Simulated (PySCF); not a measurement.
## Electron correlation in Pd (palladium, neutral)

[Kr] 4d9 5s1, high-spin 3D determinant (an excited configuration). Computed with PySCF 2.14 in def2-TZVPPD with the def2 core potential (28 electrons), with a scalar-relativistic core potential. Frozen: nothing; 18 electrons correlated.

```json
{"level": "CCSD", "correlation energy (mhartree)": "-573.95"}
{"level": "(T)", "correlation energy (mhartree)": "-16.92"}
{"level": "CCSD(T)", "correlation energy (mhartree)": "-590.87"}
```

Diagnostics: T1 = 0.015, D1 = 0.0757, largest double amplitude 0.020.

Is a single reference adequate?

Yes, within this model without spin-orbit coupling: T1 lies below 0.03 and no double amplitude reaches 0.07.

The basis has no tight functions for the innermost shells, so their pair energies are far from complete.

This basis was not built for core-valence correlation, so the inner-shell part is incomplete.
